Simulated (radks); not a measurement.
Values are calculated unless marked as measured or tabulated.
Species: Sm4+. Configuration: [Kr] 4d10 4f4 5s1 5p6 5f1 (not the ground configuration).

Code: a radial shooting solver on a logarithmic mesh with Libxc functionals. Model: Dirac Kohn-Sham, BLYP, spin-unpolarised, spherical densities, finite nucleus; open shells are shared between the two j in proportion to 2j + 1; Fermi nuclear charge, rms radius 5.0819 fm.

Energy parts (hartree):
total: -10428.9404
kinetic: 11307.5296
electron-nucleus: -25426.4550
Hartree: 3924.9044
exchange-correlation: -234.9194

Orbitals (lengths in bohr, moments of r in powers of bohr; r(max) is where P^2 peaks; r(90%) holds 90 % of the orbital's charge):
orbital      occ.  eigenvalue (hartree)   r(max)  r(90%)      <r>
1s1/2           2             -1715.918  0.01449  0.0411  0.02274
2s1/2           2             -282.1677  0.08232   0.150  0.09650
2p1/2           2             -267.5996  0.06236   0.133  0.08073
2p3/2           4             -245.4402  0.06800   0.142  0.08735
3s1/2           2             -63.62478   0.2339   0.374   0.2546
3p1/2           2             -57.35090   0.2209   0.367   0.2442
3p3/2           4             -52.86561   0.2329   0.385   0.2570
3d3/2           4             -41.97163   0.1857   0.357   0.2286
3d5/2           6             -40.99777   0.1891   0.363   0.2326
4s1/2           2             -14.43002   0.5390   0.829   0.5771
4p1/2           2             -12.01866   0.5445   0.858   0.5904
4p3/2           4             -11.02109   0.5698   0.899   0.6187
4d3/2           4              -7.04258   0.5802   0.985   0.6568
4d5/2           6              -6.86212   0.5884   0.999   0.6666
4f5/2     1.71429              -2.20543   0.5907    1.37   0.8268
4f7/2     2.28571              -2.18066   0.5950    1.38   0.8337
5s1/2           1              -3.43705    1.219    1.89    1.325
5p1/2           2              -2.71947    1.310    2.08    1.445
5p3/2           4              -2.54995    1.373    2.17    1.513
5d3/2           0              -1.53405    1.671    2.80    1.908
5d5/2           0              -1.51239    1.694    2.84    1.933
5f5/2    0.428571              -0.70576    2.945    4.91    3.326
5f7/2    0.571429              -0.70405    2.957    4.93    3.338
6s1/2           0              -1.25804    2.694    3.98    2.841

The highest occupied level is 5f7/2 at -19.158 eV. The configuration is held as typed, so some empty levels lie below it. The electron density at the nucleus is 5.331e+05 e/bohr^3. The density falls to 0.001 e/bohr^3 at r = 4.19 bohr. Summed over all electrons, <r^2> = 42.65 bohr^2, which gives a Langevin (diamagnetic) susceptibility term of -33.8 x 10^-6 cm^3/mol.
